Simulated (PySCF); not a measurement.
PySCF input file for C2H6F2Si, SMILES C[C@@H](F)[SiH2]F, TDA-LC-ωPBE/def2-SVPD. Coordinates come from a PBE0-D3(BJ)/def2-SVP optimisation. The structure was generated by enumeration; whether it is a known compound was not checked. One conformer was computed; it need not be the lowest.

```python
import numpy as np
from pyscf import gto, scf, dft, tdscf

mol = gto.M(
    atom='''
    C    -1.97004607    0.49715499    0.53225095
    C    -0.80716376    0.10549915   -0.35289817
    F    -0.44705481    1.18759309   -1.14960598
    Si    0.72800698   -0.42067123    0.62438936
    F     1.86303124   -0.96865860   -0.40236895
    H    -2.32248110   -0.36462474    1.11950790
    H    -2.80875830    0.85931005   -0.08156526
    H    -1.69084332    1.30213593    1.22999811
    H    -1.11170823   -0.71566416   -1.02886211
    H     1.28012275    0.75296179    1.35401671
    H     0.38104164   -1.53105696    1.55711107
    ''',
    basis='def2-SVPD',
    charge=0,
    spin=0,
    max_memory=1600,
    verbose=4,
)
mf = dft.RKS(mol, xc='lc_wpbe').density_fit(auxbasis='def2-universal-jkfit')
mf.grids.level = 3
mf.conv_tol = 1e-9
mf.max_cycle = 100
mf.kernel()
mf.grids = dft.Grids(mol).set(level=1).build(with_non0tab=True)  # coarser grid for the response kernel
td = tdscf.TDA(mf)
td.singlet = True
td.nstates = 10
td.conv_tol = 1e-4
td.positive_eig_threshold = 1e-6
td.kernel(x0=td.get_init_guess(mf, 15))
td.analyze()
tt = tdscf.TDA(mf)
tt.singlet = False
tt.nstates = 4
tt.conv_tol = 1e-4
tt.positive_eig_threshold = 1e-6
tt.kernel(x0=tt.get_init_guess(mf, 9))
tt.analyze(verbose=3)
```

Output:

```
PySCF version 2.14.0

[INPUT] verbose = 4
[INPUT] num. atoms = 11
[INPUT] num. electrons = 50
[INPUT] charge = 0
[INPUT] spin (= nelec alpha-beta = 2S) = 0
[INPUT] symmetry False subgroup None
[INPUT] Mole.unit = angstrom
[INPUT] Symbol           X                Y                Z      unit          X                Y                Z       unit  Magmom
[INPUT]  1 C     -1.970046070000   0.497154990000   0.532250950000 AA   -3.722847525076   0.939486772561   1.005808525040 Bohr   0.0
[INPUT]  2 C     -0.807163760000   0.105499150000  -0.352898170000 AA   -1.525318444074   0.199364499874  -0.666880891160 Bohr   0.0
[INPUT]  3 F     -0.447054810000   1.187593090000  -1.149605980000 AA   -0.844811153569   2.244225687526  -2.172440453362 Bohr   0.0
[INPUT]  4 Si     0.728006980000  -0.420671230000   0.624389360000 AA    1.375733808972  -0.794953413184   1.179924885492 Bohr   0.0
[INPUT]  5 F      1.863031240000  -0.968658600000  -0.402368950000 AA    3.520618805109  -1.830499462205  -0.760367116529 Bohr   0.0
[INPUT]  6 H     -2.322481100000  -0.364624740000   1.119507900000 AA   -4.388853208479  -0.689040896841   2.115563325287 Bohr   0.0
[INPUT]  7 H     -2.808758300000   0.859310050000  -0.081565260000 AA   -5.307783937099   1.623860650586  -0.154136002679 Bohr   0.0
[INPUT]  8 H     -1.690843320000   1.302135930000   1.229998110000 AA   -3.195230794350   2.460680284656   2.324359561633 Bohr   0.0
[INPUT]  9 H     -1.111708230000  -0.715664160000  -1.028862110000 AA   -2.100824085125  -1.352409259567  -1.944267607842 Bohr   0.0
[INPUT] 10 H      1.280122750000   0.752961790000   1.354016710000 AA    2.419081403325   1.422891565362   2.558720749985 Bohr   0.0
[INPUT] 11 H      0.381041640000  -1.531056960000   1.557111070000 AA    0.720064341655  -2.893278335509   2.942513467828 Bohr   0.0

nuclear repulsion = 242.906553191388
number of shells = 68
number of NR pGTOs = 228
number of NR cGTOs = 158
basis = def2-SVPD
ecp = {}


[settings echo left out]
init E= -568.727140458254
  HOMO = -0.313053596425164  LUMO = 0.00592895550370143  gap/eV = 8.67996
cycle= 1 E= -568.429305768828  delta_E= 0.298  |g|= 0.692  |ddm|=  3.7
  HOMO = -0.392837593305391  LUMO = 0.055558787643168  gap/eV = 12.20149
cycle= 2 E= -568.426474332017  delta_E= 0.00283  |g|= 0.798  |ddm|= 1.24
  HOMO = -0.420762242690015  LUMO = 0.0670036744935447  gap/eV = 13.27279
cycle= 3 E= -568.524969430711  delta_E= -0.0985  |g|= 0.0457  |ddm|= 0.533
  HOMO = -0.412525439851301  LUMO = 0.0740861715453232  gap/eV = 13.24138
cycle= 4 E= -568.525530406235  delta_E= -0.000561  |g|= 0.0145  |ddm|= 0.111
  HOMO = -0.415302117015156  LUMO = 0.0739252871851601  gap/eV = 13.31256
cycle= 5 E= -568.525596775157  delta_E= -6.64e-05  |g|= 0.00506  |ddm|= 0.047
  HOMO = -0.414884962777235  LUMO = 0.0738546013365644  gap/eV = 13.29928
cycle= 6 E= -568.525603138561  delta_E= -6.36e-06  |g|= 0.000964  |ddm|= 0.0108
  HOMO = -0.414887773866008  LUMO = 0.0738470672808251  gap/eV = 13.29915
cycle= 7 E= -568.5256034439  delta_E= -3.05e-07  |g|= 0.000596  |ddm|= 0.00308
  HOMO = -0.414931022055355  LUMO = 0.073848575855135  gap/eV = 13.30037
cycle= 8 E= -568.525603511669  delta_E= -6.78e-08  |g|= 0.000114  |ddm|= 0.000764
  HOMO = -0.414935517528917  LUMO = 0.0738435217087416  gap/eV = 13.30036
cycle= 9 E= -568.525603517703  delta_E= -6.03e-09  |g|= 2.64e-05  |ddm|= 0.000333
  HOMO = -0.414934814277083  LUMO = 0.0738451623882912  gap/eV = 13.30038
cycle= 10 E= -568.525603518211  delta_E= -5.07e-10  |g|= 7.92e-06  |ddm|= 8.89e-05
  HOMO = -0.414934208399982  LUMO = 0.0738449561488386  gap/eV = 13.30036
Extra cycle  E= -568.525603518251  delta_E= -4.07e-11  |g|= 4e-06  |ddm|= 2.61e-05
converged SCF energy = -568.525603518251
tot grids = 42208
Overwritten attributes  positive_eig_threshold  of <class 'pyscf.tdscf.rks.TDA'>


******** <class 'pyscf.tdscf.rks.TDA'> for <class 'pyscf.df.df_jk.DFRKS'> ********
nstates = 10 singlet
deg_eia_thresh = 1.000e-03
wfnsym = None
conv_tol = 0.0001
eigh lindep = 1e-12
eigh level_shift = 0
eigh max_cycle = 100


Excitation energies (eV)
[ 7.80113859  8.46750183  8.60077939  8.85680893  9.6295972   9.7639811
  9.81277097  9.9041104  10.03483876 10.19636862]

** Singlet excitation energies and oscillator strengths **
Excited State   1:      7.80114 eV    158.93 nm  f=0.0012
      25 -> 26        0.63573
      25 -> 27        0.10102
      25 -> 28       -0.11185
      25 -> 30       -0.12651
Excited State   2:      8.46750 eV    146.42 nm  f=0.0160
      25 -> 26       -0.15065
      25 -> 27        0.35093
      25 -> 28       -0.21413
      25 -> 29       -0.44583
      25 -> 30        0.14783
      25 -> 31        0.12637
Excited State   3:      8.60078 eV    144.15 nm  f=0.0107
      23 -> 26       -0.22270
      24 -> 26       -0.60135
      24 -> 30        0.20135
Excited State   4:      8.85681 eV    139.99 nm  f=0.0103
      25 -> 27       -0.46465
      25 -> 28        0.22693
      25 -> 29       -0.42180
      25 -> 31        0.10129
Excited State   5:      9.62960 eV    128.75 nm  f=0.0124
      23 -> 26        0.33610
      23 -> 27        0.24257
      23 -> 28       -0.20122
      23 -> 29       -0.34718
      23 -> 31        0.13636
      23 -> 35       -0.10292
      24 -> 26       -0.12506
      24 -> 27       -0.12676
      24 -> 29        0.18926
Excited State   6:      9.76398 eV    126.98 nm  f=0.1909
      23 -> 26       -0.12628
      23 -> 31       -0.11155
      24 -> 27       -0.31504
      24 -> 28        0.17751
      24 -> 29       -0.19060
      25 -> 27       -0.22980
      25 -> 28       -0.40424
      25 -> 31       -0.10483
Excited State   7:      9.81277 eV    126.35 nm  f=0.1750
      23 -> 27       -0.10624
      24 -> 27       -0.28936
      24 -> 28        0.25569
      24 -> 29       -0.16414
      24 -> 31       -0.15960
      25 -> 27        0.21457
      25 -> 28        0.35264
      25 -> 29        0.11112
      25 -> 31        0.14995
Excited State   8:      9.90411 eV    125.18 nm  f=0.0219
      23 -> 26        0.35034
      23 -> 27       -0.17889
      23 -> 29        0.13561
      24 -> 26       -0.12465
      24 -> 27        0.13474
      24 -> 29       -0.11480
      25 -> 28       -0.15203
      25 -> 29        0.16176
      25 -> 31        0.39422
Excited State   9:     10.03484 eV    123.55 nm  f=0.0736
      23 -> 26       -0.32378
      23 -> 27        0.21375
      24 -> 26        0.13446
      24 -> 29        0.15054
      25 -> 31        0.48367
Excited State  10:     10.19637 eV    121.60 nm  f=0.1085
      23 -> 27        0.17025
      23 -> 28        0.15361
      24 -> 27        0.34159
      24 -> 28        0.48077
      24 -> 30        0.14217
      24 -> 33       -0.10389
      25 -> 32        0.11568

** Transition electric dipole moments (AU) **
state          X           Y           Z        Dip. S.      Osc.
  1        -0.0071     -0.0744      0.0228      0.0061      0.0012
  2        -0.2190     -0.1635     -0.0514      0.0774      0.0160
  3         0.1072      0.1968     -0.0226      0.0507      0.0107
  4         0.1541     -0.0378      0.1487      0.0473      0.0103
  5        -0.0660     -0.0252     -0.2184      0.0527      0.0124
  6        -0.4066      0.5148     -0.6064      0.7981      0.1909
  7         0.6137      0.4203      0.4178      0.7279      0.1750
  8        -0.2111      0.1886     -0.1009      0.0903      0.0219
  9        -0.5263      0.1466      0.0308      0.2994      0.0736
 10        -0.2431     -0.6118     -0.0323      0.4345      0.1085

** Transition velocity dipole moments (imaginary part, AU) **
state          X           Y           Z        Dip. S.      Osc.
  1         0.0091     -0.0154     -0.0158      0.0006      0.0013
  2        -0.0073     -0.0069      0.0110      0.0002      0.0005
  3         0.0140      0.0306     -0.0092      0.0012      0.0026
  4         0.0627      0.0034      0.0407      0.0056      0.0115
  5        -0.0384      0.0223     -0.0413      0.0037      0.0069
  6        -0.1661      0.1399     -0.1960      0.0856      0.1590
  7         0.1868      0.0863      0.1304      0.0594      0.1097
  8        -0.0473      0.0360     -0.0468      0.0057      0.0105
  9        -0.1431      0.0644      0.0364      0.0259      0.0469
 10        -0.1046     -0.2297     -0.0081      0.0638      0.1134

** Transition magnetic dipole moments (imaginary part, AU) **
state          X           Y           Z
  1        -0.3336     -0.5204      0.1048
  2         0.1048      0.1176      0.5488
  3         0.9562     -0.2597      1.1737
  4         0.2244      0.2037     -0.4860
  5        -0.6746      0.1810     -0.4661
  6         0.8905     -0.5810     -0.7231
  7         1.2123     -0.7813     -1.1215
  8         0.5699      0.8123     -0.1698
  9        -0.5273      0.0395      0.5234
 10         0.1590     -0.1955      0.2916


******** <class 'pyscf.tdscf.rks.TDA'> for <class 'pyscf.df.df_jk.DFRKS'> ********
nstates = 4 triplet
deg_eia_thresh = 1.000e-03
wfnsym = None
conv_tol = 0.0001
eigh lindep = 1e-12
eigh level_shift = 0
eigh max_cycle = 100


Excitation energies (eV)
[7.22429234 7.73736985 7.87536905 8.32395238]

** Triplet excitation energies and oscillator strengths **
Excited State   1:      7.22429 eV    171.62 nm  f=0.0000
Excited State   2:      7.73737 eV    160.24 nm  f=0.0000
Excited State   3:      7.87537 eV    157.43 nm  f=0.0000
Excited State   4:      8.32395 eV    148.95 nm  f=0.0000
```

The calculation finished and met its thresholds.
